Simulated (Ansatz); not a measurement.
Harmonic vibrations of CBF2NO, SMILES `O=C=NB(F)F` by finite differences.

```yaml
crystal:
  periodic: [false, false, false]
  atoms:
    - {symbol: O, position_ang: [1.072863, -2.030226, 1.224151]}
    - {symbol: C, position_ang: [0.602852, -1.239038, 0.523598]}
    - {symbol: N, position_ang: [0.121502, -0.481707, -0.277902]}
    - {symbol: B, position_ang: [-0.413707, 0.817059, -0.445753]}
    - {symbol: F, position_ang: [-0.843054, 1.199977, -1.627151]}
    - {symbol: F, position_ang: [-0.498255, 1.669935, 0.556758]}
basis:
  gaussian: {orbitals: def2-TZVP}
hamiltonian: {xc: pbe0, dispersion: d4}
phonons: {temperatures: {t_min: 298.15, t_max: 900, t_step: 200}}
```

```sh
$ ansatz run in.yaml --threads 2 --pin off --events-out ev --progress --plain
```

It prints (some lines left out):

```
Functional definition: PBE0
mean field -10681.78512419 eV, -392.5483629400 hartree, gradient 5.2e-5 eV, S^2 0.000000; 0 other end points of the search recorded, 0 dependent functions left out
mean field -10681.78506652 eV, -392.5483608208 hartree, gradient 1.5e-6 eV, S^2 0.000000; 0 other end points of the search recorded, 0 dependent functions left out
mean field -10681.78505377 eV, -392.5483603521 hartree, gradient 1.4e-6 eV, S^2 0.000000; 0 other end points of the search recorded, 0 dependent functions left out
mean field -10681.78495203 eV, -392.5483566133 hartree, gradient 1.4e-6 eV, S^2 0.000000; 0 other end points of the search recorded, 0 dependent functions left out
mean field -10681.78497668 eV, -392.5483575190 hartree, gradient 1.5e-6 eV, S^2 0.000000; 0 other end points of the search recorded, 0 dependent functions left out
mean field -10681.78500476 eV, -392.5483585510 hartree, gradient 1.5e-6 eV, S^2 0.000000; 0 other end points of the search recorded, 0 dependent functions left out
mean field -10681.78498655 eV, -392.5483578819 hartree, gradient 1.4e-6 eV, S^2 0.000000; 0 other end points of the search recorded, 0 dependent functions left out
mean field -10681.78499958 eV, -392.5483583606 hartree, gradient 1.4e-6 eV, S^2 0.000000; 0 other end points of the search recorded, 0 dependent functions left out
mean field -10681.78498730 eV, -392.5483579092 hartree, gradient 1.5e-6 eV, S^2 0.000000; 0 other end points of the search recorded, 0 dependent functions left out
mean field -10681.78482118 eV, -392.5483518046 hartree, gradient 1.6e-6 eV, S^2 0.000000; 0 other end points of the search recorded, 0 dependent functions left out
mean field -10681.78484557 eV, -392.5483527011 hartree, gradient 1.3e-6 eV, S^2 0.000000; 0 other end points of the search recorded, 0 dependent functions left out
mean field -10681.78488933 eV, -392.5483543090 hartree, gradient 1.3e-6 eV, S^2 0.000000; 0 other end points of the search recorded, 0 dependent functions left out
mean field -10681.78487828 eV, -392.5483539031 hartree, gradient 1.6e-6 eV, S^2 0.000000; 0 other end points of the search recorded, 0 dependent functions left out
mean field -10681.78504625 eV, -392.5483600758 hartree, gradient 1.5e-6 eV, S^2 0.000000; 0 other end points of the search recorded, 0 dependent functions left out
mean field -10681.78505186 eV, -392.5483602818 hartree, gradient 1.4e-6 eV, S^2 0.000000; 0 other end points of the search recorded, 0 dependent functions left out
mean field -10681.78489894 eV, -392.5483546623 hartree, gradient 1.4e-6 eV, S^2 0.000000; 0 other end points of the search recorded, 0 dependent functions left out
mean field -10681.78488774 eV, -392.5483542506 hartree, gradient 1.5e-6 eV, S^2 0.000000; 0 other end points of the search recorded, 0 dependent functions left out
mean field -10681.78498937 eV, -392.5483579856 hartree, gradient 1.5e-6 eV, S^2 0.000000; 0 other end points of the search recorded, 0 dependent functions left out
mean field -10681.78499836 eV, -392.5483583157 hartree, gradient 1.4e-6 eV, S^2 0.000000; 0 other end points of the search recorded, 0 dependent functions left out
mean field -10681.78505206 eV, -392.5483602893 hartree, gradient 1.5e-6 eV, S^2 0.000000; 0 other end points of the search recorded, 0 dependent functions left out
mean field -10681.78505670 eV, -392.5483604596 hartree, gradient 1.5e-6 eV, S^2 0.000000; 0 other end points of the search recorded, 0 dependent functions left out
mean field -10681.78495929 eV, -392.5483568802 hartree, gradient 1.5e-6 eV, S^2 0.000000; 0 other end points of the search recorded, 0 dependent functions left out
mean field -10681.78495253 eV, -392.5483566314 hartree, gradient 1.5e-6 eV, S^2 0.000000; 0 other end points of the search recorded, 0 dependent functions left out
mean field -10681.78493089 eV, -392.5483558364 hartree, gradient 1.4e-6 eV, S^2 0.000000; 0 other end points of the search recorded, 0 dependent functions left out
mean field -10681.78493709 eV, -392.5483560643 hartree, gradient 1.5e-6 eV, S^2 0.000000; 0 other end points of the search recorded, 0 dependent functions left out
mean field -10681.78509775 eV, -392.5483619682 hartree, gradient 1.5e-6 eV, S^2 0.000000; 0 other end points of the search recorded, 0 dependent functions left out
mean field -10681.78510822 eV, -392.5483623531 hartree, gradient 1.5e-6 eV, S^2 0.000000; 0 other end points of the search recorded, 0 dependent functions left out
mean field -10681.78510350 eV, -392.5483621798 hartree, gradient 1.5e-6 eV, S^2 0.000000; 0 other end points of the search recorded, 0 dependent functions left out
mean field -10681.78508796 eV, -392.5483616084 hartree, gradient 1.5e-6 eV, S^2 0.000000; 0 other end points of the search recorded, 0 dependent functions left out
mean field -10681.78499380 eV, -392.5483581483 hartree, gradient 1.5e-6 eV, S^2 0.000000; 0 other end points of the search recorded, 0 dependent functions left out
mean field -10681.78501351 eV, -392.5483588727 hartree, gradient 1.4e-6 eV, S^2 0.000000; 0 other end points of the search recorded, 0 dependent functions left out
mean field -10681.78511393 eV, -392.5483625628 hartree, gradient 1.5e-6 eV, S^2 0.000000; 0 other end points of the search recorded, 0 dependent functions left out
mean field -10681.78511826 eV, -392.5483627222 hartree, gradient 1.5e-6 eV, S^2 0.000000; 0 other end points of the search recorded, 0 dependent functions left out
mean field -10681.78506397 eV, -392.5483607271 hartree, gradient 1.5e-6 eV, S^2 0.000000; 0 other end points of the search recorded, 0 dependent functions left out
mean field -10681.78504842 eV, -392.5483601557 hartree, gradient 1.5e-6 eV, S^2 0.000000; 0 other end points of the search recorded, 0 dependent functions left out
mean field -10681.78503808 eV, -392.5483597757 hartree, gradient 1.5e-6 eV, S^2 0.000000; 0 other end points of the search recorded, 0 dependent functions left out
mean field -10681.78503245 eV, -392.5483595687 hartree, gradient 1.5e-6 eV, S^2 0.000000; 0 other end points of the search recorded, 0 dependent functions left out
Total energy: -10681.87340278 eV, -392.5516071184 hartree
Atom 0 at     1.072863    -2.030226     1.224151 Å, force    -0.000554     0.001386     0.000254 eV/Å
Atom 1 at     0.602852    -1.239038     0.523598 Å, force     0.000522    -0.001112     0.000233 eV/Å
Atom 2 at     0.121502    -0.481707    -0.277902 Å, force    -0.001036     0.002741    -0.000568 eV/Å
Atom 3 at    -0.413707     0.817059    -0.445753 Å, force     0.000441    -0.001369     0.000172 eV/Å
Atom 4 at    -0.843054     1.199977    -1.627151 Å, force    -0.000215     0.000154    -0.000539 eV/Å
Atom 5 at    -0.498255     1.669935     0.556758 Å, force     0.000841    -0.001801     0.000448 eV/Å
Dipole moment:     0.006093    -0.014281     0.002766 e Å
Vibrations: 79.84 86.48 414.18 459.48 645.75 651.71 661.62 777.58 1263.94 1446.35 1613.72 2414.97 cm⁻¹, zero-point energy 0.651885 eV
```

Hardware: 2 threads of a server CPU on a shared host. Wall time 92 s, peak host memory 0.37 GiB.
